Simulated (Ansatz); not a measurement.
Cartesian coordinates in Å:
```
C -0.172 0.129 1.050
Ga -0.881 -0.873 -0.525
S 0.123 -0.546 -2.500
H -0.241 1.198 0.834
H 0.879 -0.140 1.182
H -0.725 -0.097 1.960
H 1.017 0.328 -2.001
```

Total charge 0; spin multiplicity 2.

(1) List the CAM-B3LYP/def2-TZVPP orbital energies in eV (Ansatz 0.2.0). (Estimate.)

Answers

(1) Ansatz gave: α occupied: -10139.76, -2419.43, -1251.37, -1108.64, -1108.60, -1108.55, -278.74, -217.47, -162.05, -161.95, -161.86, -151.68, -105.11, -104.97, -104.85, -24.94, -24.84, -24.83, -24.76, -24.70, -21.57, -20.97, -13.42, -13.07, -13.06, -12.13, -9.56, -8.75, -6.86. α empty: -0.34, 1.66, 1.67, 2.15, 3.83, 3.87, 4.32, 5.31. β occupied: -10139.73, -2419.41, -1251.35, -1108.63, -1108.56, -1108.53, -278.64, -217.44, -162.02, -161.91, -161.85, -151.63, -105.07, -104.89, -104.83, -24.87, -24.77, -24.74, -24.72, -24.62, -21.40, -20.78, -13.03, -12.98, -12.89, -11.85, -9.14, -8.70. β empty: -1.78, 0.00, 1.75, 1.81, 2.32, 3.87, 3.90, 4.50. ⟨S²⟩ = 0.753.
